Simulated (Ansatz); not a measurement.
Geometry optimisation, RKS PBE0/def2-SVP (Ansatz).

The input (input.yaml):

```yaml
crystal:
  periodic: [false, false, false]
  atoms:
    - { symbol: B, position_ang: [0.0, 0.0, 0.0] }
    - { symbol: O, position_ang: [0.0, 0.0, 1.76] }
    - { symbol: H, position_ang: [-0.9095, -0.2814, 2.0971] }
    - { symbol: H, position_ang: [1.0305, 0.0, -0.595] }
    - { symbol: Cl, position_ang: [-1.6108, 0.0, -0.93] }
    - { symbol: Si, position_ang: [-0.2814, 2.1166, 0.7095] }
    - { symbol: H, position_ang: [-1.6383, 2.5579, 0.4002] }
    - { symbol: H, position_ang: [-0.0669, 2.1796, 2.1523] }
    - { symbol: H, position_ang: [0.6781, 2.9876, 0.037] }
    - { symbol: H, position_ang: [-0.1476, 1.1102, 1.7067] }
basis:
  gaussian: { orbitals: def2-SVP }
hamiltonian:
  xc: pbe0
relax:
  f_tol: 0.15
  max_steps: 25
  restrain:
    - { distance: [0, 5], at: 1.95, k: 30.0 }
    - { distance: [9, 1], at: 1.01, k: 30.0 }
    - { distance: [0, 1], at: 2.61, k: 30.0 }
    - { distance: [9, 5], at: 2.66, k: 30.0 }
output:
  orbitals: {}
```

Command:

```bash
$ ansatz run input.yaml --threads 2 --pin off --max-ram 3072MiB --backend cpu --events-out ev --progress --plain --runs-dir out
```

Q: Where does it end, and by what steps?

A: It converged. The restraints hold the end off the free minimum. After 12 steps the energy has fallen by 3.844 eV (the restraints' own energy left out); H10 moved furthest, 0.99 Å. Parted: Si6–H10 (1.42 → 2.67 Å).

```tsv
step	energy less start (eV)	largest force component (eV/Å)	accepted
0	0.0000	7.287	yes
1	-1.8474	4.373	yes
2	-2.3387	3.344	yes
3	-2.6699	3.599	yes
4	-3.1757	2.977	yes
5	-3.6859	1.879	yes
6	-3.7330	1.426	yes
7	-3.7733	0.899	yes
8	-3.7980	0.856	yes
9	-3.8067	0.974	yes
10	-3.8070	1.226	yes
11	-3.8338	0.899	yes
12	-3.8436	0.866	yes
```

```xyz
10
Properties=species:S:1:pos:R:3
B 0.095 0.489 -0.354
O -0.447 -0.281 2.069
H -1.408 -0.226 2.120
H 1.142 -0.106 -0.423
Cl -1.229 -0.275 -1.230
Si -0.186 2.256 0.479
H -1.589 2.428 0.983
H 0.730 2.466 1.651
H 0.083 3.383 -0.474
H -0.136 0.537 2.517
```

Run time: 22 s on 2 threads of Intel(R) Xeon(R) 6975P-C (Granite Rapids) (shared host), peak memory 0.21 GiB.
